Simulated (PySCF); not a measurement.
## Spin-rotation constants: `InChI=1S/C4H14N2Si/c1-4(2)6(3)5-7/h4-5H,1-3,7H3`

Geometry:
| atom | x (Å) | y (Å) | z (Å) |
| --- | --- | --- | --- |
| C1 | -1.070 | -1.499 | -0.867 |
| C2 | -1.183 | -0.131 | -0.198 |
| C3 | -1.667 | -0.281 | 1.250 |
| N4 | 0.096 | 0.562 | -0.347 |
| C5 | 0.055 | 1.978 | -0.055 |
| N6 | 1.138 | -0.085 | 0.344 |
| Si7 | 2.633 | -0.343 | -0.466 |
| H8 | -0.363 | -2.120 | -0.325 |
| H9 | -2.039 | -1.992 | -0.883 |
| H10 | -0.714 | -1.380 | -1.886 |
| H11 | -1.911 | 0.473 | -0.752 |
| H12 | -1.770 | 0.689 | 1.732 |
| H13 | -2.636 | -0.773 | 1.263 |
| H14 | -0.967 | -0.889 | 1.821 |
| H15 | -0.111 | 2.200 | 1.011 |
| H16 | -0.736 | 2.443 | -0.641 |
| H17 | 1.011 | 2.412 | -0.348 |
| H18 | 1.116 | 0.071 | 1.350 |
| H19 | 3.435 | -1.060 | 0.526 |
| H20 | 2.329 | -1.137 | -1.652 |
| H21 | 3.345 | 0.879 | -0.877 |

Theory: GIAO B97-2/pcSseg-1 magnetisability, rotational g tensor and spin-rotation constants, non-relativistic, gas phase in PySCF. Geometry: GFN2-xTB.

(1) Give the nuclear spin-rotation constants along the inertial axes (H = +C I·J) beside the isotropic shieldings.

(2) How do the rotational constants and the g tensor change when H8, H9, H10, H11, H12, H13, H14, H15, H16, H17, H18, H19, H20, H21 are replaced by deuterium?

Answers

(1) Rotational constants 3.0628, 1.3897, 1.1571 GHz. A star marks the isotopologue with that one atom substituted, in its own axes.
| atom | isotope | Caa (kHz) | Cbb (kHz) | Ccc (kHz) | mean (kHz) | σ (ppm) |
| --- | --- | --- | --- | --- | --- | --- |
| N4 | 14N | 0.178 | 0.101 | 0.078 | 0.119 | 176.1 |
| N6 | 14N | 0.220 | 0.082 | 0.046 | 0.116 | 197.1 |
| H8 | 1H | -0.209 | -0.100 | -0.050 | -0.120 | 30.1 |
| H9 | 1H | -0.011 | -0.111 | -0.136 | -0.086 | 31.0 |
| H10 | 1H | -0.241 | -0.144 | -0.010 | -0.132 | 30.5 |
| H11 | 1H | -0.179 | -0.107 | -0.038 | -0.108 | 29.1 |
| H12 | 1H | -0.322 | 0.014 | -0.120 | -0.142 | 30.7 |
| H13 | 1H | -0.017 | -0.128 | -0.132 | -0.092 | 31.4 |
| H14 | 1H | -0.237 | -0.127 | -0.038 | -0.134 | 30.9 |
| H15 | 1H | -0.297 | -0.115 | 0.005 | -0.136 | 29.4 |
| H16 | 1H | -0.139 | -0.136 | -0.039 | -0.104 | 29.4 |
| H17 | 1H | 0.078 | -0.120 | -0.120 | -0.054 | 28.8 |
| H18 | 1H | -0.370 | -0.140 | -0.001 | -0.171 | 30.8 |
| H19 | 1H | -0.221 | -0.109 | 0.018 | -0.104 | 27.4 |
| H20 | 1H | -0.283 | -0.029 | -0.021 | -0.111 | 27.4 |
| H21 | 1H | -0.155 | -0.014 | -0.075 | -0.082 | 27.1 |
| C1 | 13C* | 0.499 | 0.187 | 0.185 | 0.290 | 161.8 |
| C2 | 13C* | 0.539 | 0.300 | 0.259 | 0.366 | 126.8 |
| C5 | 13C* | 0.654 | 0.191 | 0.235 | 0.360 | 139.6 |
| Si7 | 29Si* | -1.577 | -0.754 | -0.698 | -1.010 | 413.2 |

For the geometry as given, no vibrational averaging.

(2) Constants 2.3382, 1.1598, 0.9629 GHz; g -0.0102, -0.0058, -0.0068, against -0.0134, -0.0069, -0.0081 before.
